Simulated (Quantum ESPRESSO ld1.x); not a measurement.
The numbers below are computed, except where a source is named.
Q: Species: Tb2+. Configuration: [Kr] 4d10 4f9 5p6 5d2 (not the ground configuration). Code: ld1.x of Quantum ESPRESSO 7.5. Model: Dirac Kohn-Sham, exchange-only LDA, spin-unpolarised, spherical densities, point nucleus; open shells fill j = l - 1/2 first. Some entries of the table are withheld. Estimate them.

orbital  occ.  eigenvalue (eV)  <1/r> (bohr^-1)  <r^2> (bohr^2)
1s1/2       2       -51777.179            73.06       0.0006323
2s1/2       2        -8595.474            17.47        0.009840
2p1/2       2        -8172.023            17.45        0.007129
2p3/2       4        -7426.236            15.35        0.008359
3s1/2       2        -1920.377            6.370         0.06552
3p1/2       2        -1735.911            6.289         0.06089
3p3/2       4        -1582.023            5.755         0.06792
3d3/2       4        -1263.213            5.638         0.05399
3d5/2       6        -1229.604            5.506         0.05595
4s1/2       2         -395.436            2.664          0.3320
4p1/2       2         -323.226            2.557             (1)
4p3/2       4         -288.861            2.373             (2)
4d3/2       4         -169.764            2.152          0.4442
4d5/2       6         -163.563            2.107          0.4598
5s1/2       0          -66.049            1.025           1.912
5p1/2       2          -45.959              (3)           2.398
5p3/2       4          -41.143              (4)           2.716
4f5/2       6          -22.845            1.554          0.9436
4f7/2       3          -22.030            1.534          0.9756
5d3/2       2          -15.797              (5)           5.983
5d5/2       0          -15.389              (6)           6.238
6p1/2       0          -11.039           0.3237           17.22
6p3/2       0          -10.406           0.3075           19.01
6d3/2       0           -5.573              (7)           44.49
6d5/2       0           -5.506              (8)           45.62
5f5/2       0           -4.057           0.1757           53.54
5f7/2       0           -4.051           0.1755           53.81

A: 
(1) 4p1/2 <r^2> (bohr^2): 0.3487
(2) 4p3/2 <r^2> (bohr^2): 0.3880
(3) 5p1/2 <1/r> (bohr^-1): 0.9088
(4) 5p3/2 <1/r> (bohr^-1): 0.8451
(5) 5d3/2 <1/r> (bohr^-1): 0.5690
(6) 5d5/2 <1/r> (bohr^-1): 0.5560
(7) 6d3/2 <1/r> (bohr^-1): 0.2079
(8) 6d5/2 <1/r> (bohr^-1): 0.2056
